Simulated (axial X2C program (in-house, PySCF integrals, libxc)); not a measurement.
## Outer orbitals of ZrH at 1.857 Å, HF

Calculated with an in-house relativistic program for diatomic molecules. Spin-free means the one-electron spin-free X2C Hamiltonian; two-component (2c) means X2C with spin–orbit coupling and atomic mean-field two-electron Coulomb and Gaunt terms, so the difference of the two also holds small scalar two-electron terms. Basis: Zr dyall-cv3z [11s12p9d6f3g], H dyall-v3z [6s2p1d] (cores contracted in-house); Gaussian nuclei, density fitting, unrestricted open shells. Masses: Zr 89.905 u, H 1.008 u.

The distance is close to the 2c PBE0 minimum; the highest filled and lowest empty levels are listed.

Spin-free orbitals, state M_S = 3/2, Λ = 0 (beyond evenly filled blocks: σα, δ+α, δ-α) (Löwdin shares):

```json
{"symmetry": "σα", "occupied": "yes", "ε (eV)": "-10.45", "atomic character": "56% H s, 23% Zr d, 11% Zr s"}
{"symmetry": "σβ", "occupied": "yes", "ε (eV)": "-10.34", "atomic character": "59% H s, 17% Zr d, 12% Zr s"}
{"symmetry": "δ-α", "occupied": "yes", "ε (eV)": "-7.12", "atomic character": "100% Zr d"}
{"symmetry": "δ+α", "occupied": "yes", "ε (eV)": "-7.12", "atomic character": "100% Zr d"}
{"symmetry": "σα", "occupied": "yes", "ε (eV)": "-6.45", "atomic character": "66% Zr s, 19% Zr d, 11% Zr p"}
{"symmetry": "σβ", "occupied": "no", "ε (eV)": "0.23", "atomic character": "58% Zr s, 41% Zr p"}
{"symmetry": "π+α", "occupied": "no", "ε (eV)": "0.30", "atomic character": "96% Zr p, 4% Zr d"}
{"symmetry": "π-α", "occupied": "no", "ε (eV)": "0.30", "atomic character": "96% Zr p, 4% Zr d"}
{"symmetry": "σα", "occupied": "no", "ε (eV)": "0.45", "atomic character": "71% Zr p, 24% Zr d, 3% Zr s"}
```

The lowest two-component determinant found has another configuration (Ω = 3/2 (⟨Sz⟩ = -1.50, ⟨Lz⟩ = 3.00 at HF)), so the levels differ by more than spin–orbit coupling. Its spinors:

```json
{"ω": "-1/2", "occupied": "yes", "ε (eV)": "-10.46", "atomic character": "57% H s, 19% Zr d, 14% Zr s", "λ mixture": "100% σ"}
{"ω": "1/2", "occupied": "yes", "ε (eV)": "-10.09", "atomic character": "59% H s, 16% Zr d, 12% Zr s", "λ mixture": "100% σ"}
{"ω": "3/2", "occupied": "yes", "ε (eV)": "-8.29", "atomic character": "100% Zr d", "λ mixture": "100% δ"}
{"ω": "1/2", "occupied": "yes", "ε (eV)": "-7.67", "atomic character": "93% Zr d, 5% Zr p", "λ mixture": "100% π"}
{"ω": "-1/2", "occupied": "yes", "ε (eV)": "-6.40", "atomic character": "65% Zr s, 17% Zr p, 16% Zr d", "λ mixture": "100% σ"}
{"ω": "1/2", "occupied": "no", "ε (eV)": "0.27", "atomic character": "96% Zr p, 3% Zr d", "λ mixture": "99% π, 1% σ"}
{"ω": "-3/2", "occupied": "no", "ε (eV)": "0.38", "atomic character": "96% Zr p, 4% Zr d", "λ mixture": "100% π"}
{"ω": "1/2", "occupied": "no", "ε (eV)": "0.39", "atomic character": "70% Zr s, 26% Zr p, 3% Zr d", "λ mixture": "99% σ, 1% π"}
{"ω": "-1/2", "occupied": "no", "ε (eV)": "0.71", "atomic character": "74% Zr p, 23% Zr d", "λ mixture": "100% σ"}
```

Mulliken charges and populations of the two-component result (they depend on the basis, above all on diffuse functions):

Zr 0.35 e (s 8.97 p 18.27 d 12.40 f 0.02), H -0.35 e (s 1.33 p 0.02). ⟨Lz⟩ = 3.00 ħ and ⟨Sz⟩ = -1.50 ħ (-1.53 and 0.03 on the two atoms), which add up to Ω.

One determinant describes the state; a PBE0 search over occupations chose it and may have missed a lower one. PBE0 can misorder states that lie within some tenths of an eV, so this need not be the ground state of the molecule. The nearest other spin-free determinant of the search, M_S = 3/2, Λ = 3, lies 0.006 eV up at the distance of the search. With several unpaired electrons one determinant need not be a pure state.
